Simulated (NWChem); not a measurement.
Species: H$_{2}$PO$_{4}$ anion

```xyz
7

O     -1.0258    -0.8757    -0.8429
P      0.0000     0.0000    -0.1584
O      1.0258     0.8757    -0.8429
O      0.8572    -0.9751     0.9157
O     -0.8572     0.9751     0.9157
H      1.7365    -0.5840     0.9836
H     -1.7365     0.5840     0.9836
```
Atoms are numbered in this order, from 1.

Computed with NWChem. Pople sets run with spherical d functions. Sets without diffuse functions describe the anion's extra electron poorly. All runs use the structure optimised with B3LYP/def2-SVPD. No frequency run checked for a minimum. Atomic charges in e: unrestrained fits to the electrostatic potential beside Mulliken populations; buried atoms are poorly determined by the fit.

**Question.** Estimate the computed values for Hartree-Fock/6-31G*. Quantities: ESP O1; Mulliken O1; ESP P2; Mulliken P2; ESP O3; Mulliken O3; ESP O4; Mulliken O4; ESP O5; Mulliken O5; relative RMS misfit of the potential (%).

**Answer.** 
* **ESP O1**: -0.89
* **Mulliken O1**: -0.87
* **ESP P2**: 1.54
* **Mulliken P2**: 1.65
* **ESP O3**: -0.89
* **Mulliken O3**: -0.87
* **ESP O4**: -0.80
* **Mulliken O4**: -0.90
* **ESP O5**: -0.80
* **Mulliken O5**: -0.90
* **relative RMS misfit of the potential (%)**: 3
